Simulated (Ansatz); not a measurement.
The cluster Nb3Te6⁺. Charge 1, multiplicity 1. Geometry r2SCAN-D4/def2-SVP, basis def2-TZVP, Ansatz.

```xyz
9

Nb   -0.0217   -0.5228   -1.0740
Nb    1.0678    0.3908    1.6699
Nb   -2.4346    0.2400   -1.5214
Te    0.8996   -2.1582    1.1554
Te   -0.5031    1.2412   -3.0752
Te   -1.5741    1.0595    0.8453
Te   -1.9798   -2.3844   -1.2837
Te    2.2807    0.9443    3.7866
Te    2.2652    1.1898   -0.5029
```

```tsv
run	HOMO (eV)	LUMO (eV)
A	-9.56	-7.82
B	-8.98	-8.47
C	-8.97	-8.33
D	-8.77	-8.23
E	-9.36	-7.90
```

In the def2 sets Nb, Te take a core potential; there is no spin–orbit coupling. B3LYP takes the VWN-RPA correlation. The structure comes from a short search, and lower isomers may exist.

**Question.** The runs used B3LYP, LDA (SPW92), PBE, PBE0, r2SCAN. Estimate which is which.

**Answer.** A PBE0 (25 % exact exchange); B LDA (SPW92) (0 % exact exchange); C r2SCAN (0 % exact exchange); D PBE (0 % exact exchange); E B3LYP (20 % exact exchange). Exact exchange lowers occupied and raises empty levels; among semilocal functionals meta-GGAs tend to open the gap a little, and such runs are hard to tell apart. The gap grows from 0.51 eV (LDA (SPW92)) to 1.75 eV (PBE0). The restricted singlet is unstable towards broken spin symmetry in Hartree–Fock (as tested in another run); at PBE0-D4/def2-TZVP, LDA (SPW92)/def2-TZVP, r2SCAN-D4/def2-TZVP, PBE-D4/def2-TZVP and others this wasn't settled.
